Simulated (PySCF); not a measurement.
Cl3Si(SH), Cl₃HSSi.
Structure used (PBE0-D3(BJ)/def2-TZVP), in Å, numbered top down from 1:
```
atom  x, y, z in Å
S1     1.3426    0.0296   -1.1400
Si2   -0.3945   -0.1285    0.0377
Cl3   -1.0743    1.6857    0.6519
Cl4   -1.7885   -1.0167   -1.1365
Cl5   -0.0950   -1.2504    1.7064
H6     2.0320    0.6470   -0.1631
```

The closed-shell ground state was solved at several levels (PySCF, density fitting, gas phase, non-relativistic). Isolated species at its PBE0-D3(BJ)/def2-TZVP geometry, gas phase.

```tsv
level	basis functions	HOMO (eV)	LUMO (eV)	gap (eV)	dipole (D)
B97-2/pcSseg-2	229	-8.07	-0.78	7.29	1.21
KT3/pcSseg-2	229	-7.13	-1.77	5.36	1.17
wB97X-D/pcSseg-2	229	-10.18	1.05	11.23	1.21
```

(1) What might PBE0/pcSseg-2 (229 basis functions) give for the same quantities?

(2) Over all these levels, which gives the widest orbital gap and which the narrowest?

(3) In the pcSseg-2 basis, how does the gap go with the fixed share of exact exchange?

(4) How far do the dipole and the HOMO energy spread over the levels?

Answers

(1) HOMO -8.32 eV, LUMO -0.73 eV, gap 7.59 eV, dipole 1.22 D.

(2) wB97X-D/pcSseg-2 (range-separated hybrid) has the widest, 11.23 eV, and KT3/pcSseg-2 (GGA) the narrowest, 5.36 eV. From the narrowest to the widest the HOMO moves by -3.05 eV and the LUMO by +2.82 eV.

(3) KT3 (0 %) 5.36 eV; B97-2 (21 %) 7.29 eV; PBE0 (25 %) 7.59 eV. Each rise in the share widens the gap here.

(4) The dipole runs from 1.17 to 1.22 D (mean 1.20 D) and the HOMO from -10.18 to -7.13 eV.
